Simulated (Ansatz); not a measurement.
Coupled-cluster diagnostics for Li10⁺, Ansatz.

Geometry of the doublet (PBE0/def2-TZVP):

Cartesian coordinates in Å:
```
Li 0.5642 -2.5926 0.6741
Li 2.2940 -0.8958 -1.2370
Li -0.6641 -1.6962 -2.0279
Li -0.9108 2.3704 1.0217
Li -1.6877 1.2844 -1.7616
Li -0.5470 -0.3548 2.7292
Li 1.3026 2.1055 -1.1373
Li -0.0090 -0.0052 0.0399
Li 2.2424 0.6489 1.4356
Li -2.5845 -0.8646 0.2633
```

Correlated methods freeze no core orbitals; core or outer-core shells of Li are correlated, in sets that lack core-valence functions. In CCSD on the charge 1 doublet the largest single amplitude is 0.16, so its Hartree–Fock determinant may place the open shell otherwise than the density functionals do. The structure comes from a short search, and lower isomers may exist.

(1) Estimate the CCSD(T) correlation energy, the shares of MP2 and (T), T1 and the reference's ⟨S²⟩ for: charge 1, doublet, own geometry in def2-TZVP; and the rough time on 4 threads of Intel Xeon Platinum 8488C on a shared host.

## Answers

(1) 
| state | basis | correlation (eV) | MP2 share (%) | (T) share (%) | T1 | ⟨S²⟩ (pure) | wall time | remarks |
| --- | --- | --- | --- | --- | --- | --- | --- | --- |
| charge 1, doublet, own geometry | def2-TZVP | -13.432 | 81.5 | 2.7 | 0.053 | 1.50 (0.75) | 35 s | large T1 (0.053), spin-contaminated (⟨S²⟩ 1.50) |
Customary marks for T1 are 0.02 (closed shells), 0.045 (open shells) and about 0.05 (3d metals). T1 exceeds 0.02 in 1 of 1 rows and 0.045 in 1; the higher it lies, the less the single-reference result can be trusted.
